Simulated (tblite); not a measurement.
Parent: `[CH3:1][CH2:2][C@H:3]1[CH2:4][O:5][CH2:6][C:7](=[O:8])[SiH2:9]1` with C1–C2–C3–C4 175°, C2–C3–C4–O5 -177°, C3–C4–O5–C6 -83°, C4–O5–C6–C7 64°, O5–C6–C7–O8 154°, C6H12O2Si.

Computed geometry: GFN2-xTB, gas phase. One conformer each, not checked by frequencies here.

```csv
coordinate of the parent,value
C1–C2,1.522 Å
C2–C3,1.529 Å
C3–C4,1.535 Å
C4–O5,1.411 Å
O5–C6,1.403 Å
C6–C7,1.517 Å
C7=O8,1.209 Å
C7–Si9,1.924 Å
C3–Si9,1.910 Å
C1–C2–C3,112.1°
C2–C3–C4,110.7°
C2–C3–Si9,114.1°
C4–C3–Si9,108.6°
C3–C4–O5,112.6°
C4–O5–C6,115.6°
O5–C6–C7,115.0°
C6–C7–O8,121.3°
C6–C7–Si9,116.7°
O8–C7–Si9,121.9°
C3–Si9–C7,104.9°
```

Question: How does the shared frame change in `[O:1]=[C:2]1[SiH2:3][C@@H:4]2[CH2:5][CH2:6][C@H:7]1[O:8][CH2:9]2`, C6H10O2Si? Atoms pair as C3 = C4, C4 = C9, O5 = O8, C6 = C7, C7 = C2, O8 = O1, Si9 = Si3 (parent first).

Answer: 
```csv
parent,relative,value in the relative,change
C3–C4,C4–C9,1.522 Å,-0.013
C4–O5,C9–O8,1.419 Å,+0.008
O5–C6,O8–C7,1.420 Å,+0.017
C6–C7,C7–C2,1.523 Å,+0.006
C7=O8,C2=O1,1.205 Å,-0.004
C7–Si9,C2–Si3,1.921 Å,-0.003
C3–Si9,C4–Si3,1.916 Å,+0.006
C4–C3–Si9,C9–C4–Si3,105.5°,-3.1
C3–C4–O5,C4–C9–O8,109.2°,-3.4
C4–O5–C6,C9–O8–C7,113.9°,-1.7
O5–C6–C7,O8–C7–C2,108.3°,-6.7
C6–C7–O8,C7–C2–O1,124.1°,+2.8
C6–C7–Si9,C7–C2–Si3,106.8°,-9.9
O8–C7–Si9,O1–C2–Si3,128.9°,+7.0
C3–Si9–C7,C4–Si3–C2,94.0°,-10.9
```

Of the parent's bonds, O5–C6 changes most (+0.017 Å). Bonds of the relative outside the shared frame: C4–C5 1.536, C5–C6 1.538, C6–C7 1.534 Å. Point group C1 → C1.

Question: How does the shared frame change in `[CH3:1]/[CH:2]=[C:3]1\[CH2:4][O:5][CH2:6][C:7](=[O:8])[SiH2:9]1` with C2–C3–C4–O5 -178°, C3–C4–O5–C6 -74°, C4–O5–C6–C7 74°, O5–C6–C7–O8 179°, C6H10O2Si? Atoms pair as C1 = C1, C2 = C2, C3 = C3, C4 = C4, O5 = O5, C6 = C6, C7 = C7, O8 = O8, Si9 = Si9 (parent first).

Answer: 
```
   parent   relative  value in the relative  change
    C1–C2      C1–C2                1.493 Å  -0.029
    C2–C3      C2=C3                1.330 Å  -0.199
    C3–C4      C3–C4                1.507 Å  -0.028
    C4–O5      C4–O5                1.416 Å  +0.005
    O5–C6      O5–C6                1.406 Å  +0.003
    C6–C7      C6–C7                1.517 Å   0.000
    C7=O8      C7=O8                1.207 Å  -0.002
   C7–Si9     C7–Si9                1.923 Å  -0.001
   C3–Si9     C3–Si9                1.886 Å  -0.024
 C1–C2–C3   C1–C2–C3                 126.8°   +14.7
 C2–C3–C4   C2–C3–C4                 123.9°   +13.2
C2–C3–Si9  C2–C3–Si9                 125.3°   +11.2
C4–C3–Si9  C4–C3–Si9                 110.7°    +2.1
 C3–C4–O5   C3–C4–O5                 111.5°    -1.1
 C4–O5–C6   C4–O5–C6                 114.5°    -1.1
 O5–C6–C7   O5–C6–C7                 111.5°    -3.5
 C6–C7–O8   C6–C7–O8                 122.9°    +1.6
C6–C7–Si9  C6–C7–Si9                 109.8°    -6.9
O8–C7–Si9  O8–C7–Si9                 127.1°    +5.2
C3–Si9–C7  C3–Si9–C7                  98.2°    -6.7
```

Of the parent's bonds, C2–C3 changes most (-0.199 Å). Point group C1 → C1.

Question: How does the shared frame change in `[CH3:1][C@@H:2]1[CH2:3][O:4][CH2:5][C:6](=[O:7])[SiH2:8]1` with C1–C2–C3–O4 177°, C2–C3–O4–C5 81°, C3–O4–C5–C6 -65°, O4–C5–C6–O7 -151°, C5H10O2Si? Atoms pair as C2 = C1, C3 = C2, C4 = C3, O5 = O4, C6 = C5, C7 = C6, O8 = O7, Si9 = Si8 (parent first).

Answer: 
```json
{"parent": "C2–C3", "relative": "C1–C2", "value in the relative": "1.525 Å", "change": "-0.004"}
{"parent": "C3–C4", "relative": "C2–C3", "value in the relative": "1.534 Å", "change": "-0.001"}
{"parent": "C4–O5", "relative": "C3–O4", "value in the relative": "1.411 Å", "change": "0.000"}
{"parent": "O5–C6", "relative": "O4–C5", "value in the relative": "1.403 Å", "change": "0.000"}
{"parent": "C6–C7", "relative": "C5–C6", "value in the relative": "1.519 Å", "change": "+0.002"}
{"parent": "C7=O8", "relative": "C6=O7", "value in the relative": "1.209 Å", "change": "0.000"}
{"parent": "C7–Si9", "relative": "C6–Si8", "value in the relative": "1.924 Å", "change": "0.000"}
{"parent": "C3–Si9", "relative": "C2–Si8", "value in the relative": "1.910 Å", "change": "0.000"}
{"parent": "C2–C3–C4", "relative": "C1–C2–C3", "value in the relative": "110.8°", "change": "+0.1"}
{"parent": "C2–C3–Si9", "relative": "C1–C2–Si8", "value in the relative": "113.4°", "change": "-0.7"}
{"parent": "C4–C3–Si9", "relative": "C3–C2–Si8", "value in the relative": "108.7°", "change": "+0.1"}
{"parent": "C3–C4–O5", "relative": "C2–C3–O4", "value in the relative": "112.7°", "change": "+0.1"}
{"parent": "C4–O5–C6", "relative": "C3–O4–C5", "value in the relative": "115.7°", "change": "+0.1"}
{"parent": "O5–C6–C7", "relative": "O4–C5–C6", "value in the relative": "115.2°", "change": "+0.2"}
{"parent": "C6–C7–O8", "relative": "C5–C6–O7", "value in the relative": "121.3°", "change": "0.0"}
{"parent": "C6–C7–Si9", "relative": "C5–C6–Si8", "value in the relative": "116.2°", "change": "-0.5"}
{"parent": "O8–C7–Si9", "relative": "O7–C6–Si8", "value in the relative": "122.4°", "change": "+0.5"}
{"parent": "C3–Si9–C7", "relative": "C2–Si8–C6", "value in the relative": "104.2°", "change": "-0.7"}
```

Of the parent's bonds, C2–C3 changes most (-0.004 Å). Point group C1 → C1.
